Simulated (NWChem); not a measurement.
System: SiClF, singlet; SMILES Cl[Si]F

Here is an NWChem input.

```
start job
memory heap 200 mb stack 900 mb global 1100 mb
geometry units angstroms noautosym nocenter noautoz
  Si     0.662467    -0.599868     0.000000
  F     -0.696492    -1.529652     0.000000
  Cl    -0.174854     1.337628     0.000000
end
basis spherical
  * library 6-31g*
end
dft
  xc b3lyp
  iterations 150
end
cosmo
  do_cosmo_smd true
  solvent acetone
end
task dft energy
```

Parts of the log:

```
             Northwest Computational Chemistry Package (NWChem) 7.3.0
             --------------------------------------------------------

                             Geometry "geometry" -> ""
                             -------------------------

 Output coordinates in angstroms (scale by  1.889725989 to convert to a.u.)

  No.       Tag          Charge          X              Y              Z
 ---- ---------------- ---------- -------------- -------------- --------------
    1 Si                  14.0000     0.66246700    -0.59986800     0.00000000
    2 F                    9.0000    -0.69649200    -1.52965200     0.00000000
    3 Cl                  17.0000    -0.17485400     1.33762800     0.00000000

 Effective nuclear repulsion energy (a.u.)     127.9445424933

                                 NWChem DFT Module
                                 -----------------

 Summary of "ao basis" -> "ao basis" (spherical)
 ------------------------------------------------------------------------------
       Tag                 Description            Shells   Functions and Types
 ---------------- ------------------------------  ------  ---------------------
 Si                          6-31g*                  8       18   4s3p1d
 F                           6-31g*                  6       14   3s2p1d
 Cl                          6-31g*                  8       18   4s3p1d

 in cosmo_initialize ...
 calling solv_data for solv:acetone

 solvent parameters
 solvname_short: acetone
 solvname_long:  acetone
 dielec:       20.4930
 dielecinf:     1.8463
 nonaqueous SMD model solvent descriptors
 dielec:       20.4930
 sola:          0.0400
 solb:          0.4900
 solc:          0.0000
 solg:         33.7700
 solh:          0.0000
 soln:          1.3588

          ---------------
          -cosmo- solvent
          ---------------
 Cosmo: York-Karplus, doi: 10.1021/jp992097l
 dielectric constant -eps-     =  20.49
 screen = (eps-1)/(eps    )    =   0.95120
 surface charge correction     = lagrangian

   van der Waals surface
 --------------------------

[...]

                                COSMO-SMD solvation results
                                ---------------------------

             internal energy in gas <Psi(g)|H|Psi(g)> =      -849.597482779403
         internal energy in solvent <Psi(s)|H|Psi(s)> =      -849.597100273859
                               delta internal energy  =         0.000382505544 (    0.24 kcal/mol)
   total free energy in solvent <Psi(s)|H+V/2|Psi(s)> =      -849.601005440217
 polarization energy contribution <Psi(s)|V/2|Psi(s)> =        -0.003905166359 (   -2.45 kcal/mol)
    total free energy in solvent including G(SMD-CDS) =      -849.602868080124
                       G(SMD-CDS) energy contribution =        -0.001862639907 (   -1.17 kcal/mol)
     1 M fixed-concentration free energy of solvation =        -0.005385300722 (   -3.38 kcal/mol)

                       DFT Final Molecular Orbital Analysis
                       ------------------------------------

 Vector   18  Occ=2.000000D+00  E=-3.462740D-01
              MO Center= -1.4D-01,  1.2D+00, -7.2D-09, r^2= 1.5D+00
   Bfn.  Coefficient  Atom+Function         Bfn.  Coefficient  Atom+Function
  ----- ------------  ---------------      ----- ------------  ---------------
    41      0.688691  3 Cl pz                45      0.386892  3 Cl pz
    37     -0.271065  3 Cl pz                 9      0.120196  1 Si pz
    23     -0.118887  2 F  pz                27     -0.093628  2 F  pz
    15      0.048745  1 Si d -1               5     -0.046388  1 Si pz
    13      0.039110  1 Si pz

 Vector   19  Occ=2.000000D+00  E=-3.388934D-01
              MO Center= -1.2D-01,  1.1D+00,  7.2D-09, r^2= 1.7D+00
   Bfn.  Coefficient  Atom+Function         Bfn.  Coefficient  Atom+Function
  ----- ------------  ---------------      ----- ------------  ---------------
    39      0.564310  3 Cl px                40      0.402601  3 Cl py
    43      0.305266  3 Cl px                35     -0.221322  3 Cl px
    44      0.215169  3 Cl py                22      0.164402  2 F  py
    36     -0.157068  3 Cl py                26      0.122450  2 F  py
     7      0.101759  1 Si px                21     -0.055931  2 F  px

 Vector   20  Occ=2.000000D+00  E=-2.835718D-01
              MO Center=  6.9D-01, -3.1D-01,  3.8D-11, r^2= 2.9D+00
   Bfn.  Coefficient  Atom+Function         Bfn.  Coefficient  Atom+Function
  ----- ------------  ---------------      ----- ------------  ---------------
    10      0.458674  1 Si s                  6      0.437647  1 Si s
     7      0.318550  1 Si px                39     -0.314168  3 Cl px
    40      0.270400  3 Cl py                21     -0.223559  2 F  px
    43     -0.204518  3 Cl px                 2     -0.199890  1 Si s
    25     -0.172177  2 F  px                44      0.162199  3 Cl py

 Vector   21  Occ=0.000000D+00  E=-9.326637D-02
              MO Center=  6.1D-01, -5.3D-01,  2.6D-09, r^2= 2.7D+00
   Bfn.  Coefficient  Atom+Function         Bfn.  Coefficient  Atom+Function
  ----- ------------  ---------------      ----- ------------  ---------------
     9      0.640888  1 Si pz                13      0.498633  1 Si pz
    41     -0.229919  3 Cl pz                 5     -0.224988  1 Si pz
    23     -0.204014  2 F  pz                45     -0.202139  3 Cl pz
    27     -0.189466  2 F  pz                37      0.087201  3 Cl pz
    47     -0.035181  3 Cl d -1

[...]
```

Level: B3LYP/6-31G* (spherical d), SMD on the gas-phase geometry. Low-valent species are run as closed-shell singlets; no triplet was tried in these runs. Structure relaxed at the PBE-D3(BJ)/def2-SVP level. Solvent: acetone.
